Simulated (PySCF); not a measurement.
PySCF input file for iodine (I2), SMILES II, C-PCM-B3LYP/def2-SVP. Geometry: B3LYP-D3(BJ)/def2-TZVP. The def2 effective core potentials stand for the cores of I; spin–orbit coupling is left out.

```python
import numpy as np
from pyscf import gto, scf, dft
from pyscf.solvent import pcm

mol = gto.M(
    atom='''
    I     0.00000000    0.00000000   -1.34734944
    I     0.00000000    0.00000000    1.34734944
    ''',
    basis='def2-SVP',
    ecp={'I': 'def2-svp'},
    charge=0,
    spin=0,
    max_memory=1600,
    verbose=3,
)
mf = dft.RKS(mol, xc='b3lyp').density_fit(auxbasis='def2-universal-jkfit')
mf.grids.level = 3
mf.conv_tol = 1e-9
mf.max_cycle = 100
mf.kernel()
res = {}
for name, eps in {'water': 78.355, '1-octanol': 9.8629, 'cyclohexanone': 15.619}.items():
    s = mf.PCM()
    s.with_solvent.method, s.with_solvent.eps, s.with_solvent.lebedev_order = 'C-PCM', eps, 29
    s.kernel(mf.make_rdm1())
    res[name] = (s.e_tot, eps, s.dip_moment(), s.mo_energy, s.converged)
    print(f'{name}: electrostatic solvation free energy {(s.e_tot - mf.e_tot) * 627.509474:.3f} kcal/mol')
```

Log of the run:

```
converged SCF energy = -595.60118972287

WARN: PCM is an experimental feature. It is still in testing.
Features and APIs may be changed in the future.

converged SCF energy = -595.603901097906
Dipole moment(X, Y, Z, Debye):  0.00000, -0.00000, -0.00000
water: electrostatic solvation free energy -1.701 kcal/mol

WARN: PCM is an experimental feature. It is still in testing.
Features and APIs may be changed in the future.

converged SCF energy = -595.603647207466
Dipole moment(X, Y, Z, Debye):  0.00000, -0.00000, -0.00000
1-octanol: electrostatic solvation free energy -1.542 kcal/mol

WARN: PCM is an experimental feature. It is still in testing.
Features and APIs may be changed in the future.

converged SCF energy = -595.603753970066
Dipole moment(X, Y, Z, Debye):  0.00000,  0.00000, -0.00000
cyclohexanone: electrostatic solvation free energy -1.609 kcal/mol
```

Self-consistency was reached.
